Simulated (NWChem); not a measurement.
Plane-wave run on Li2S (space group Fm-3m)

```
CELL_PARAMETERS angstrom
      0.00000     2.83517     2.83517
      2.83517     0.00000     2.83517
      2.83517     2.83517     0.00000
ATOMIC_POSITIONS crystal
  Li 0.75000 0.75000 0.75000
  Li 0.25000 0.25000 0.25000
  S  0.00000 0.00000 0.00000
```

The numbers come from NWChem runs, not from measurements. Origin of the cell: Materials Project cell, not relaxed here.

Norm-conserving pseudopotentials with valence charges Li 1, S 6, fixed occupations, no spin-orbit coupling, density cut at twice the wavefunction cutoff.

Level: LDA (Vosko), Troullier-Martins, cutoff 30 Ha, density from a 4×4×4 mesh. Bands run along Γ–X–U|K–Γ–L–W–X with k in units of the cell's reciprocal vectors.

Question: What gap does the band structure show, and how wide is the group of occupied bands?

Answer: It shows an indirect gap along this path of 3.16 eV from Γ to X (smallest direct gap on this path 4.07 eV). The 4 occupied bands reach 11.1 eV below the valence-band top.
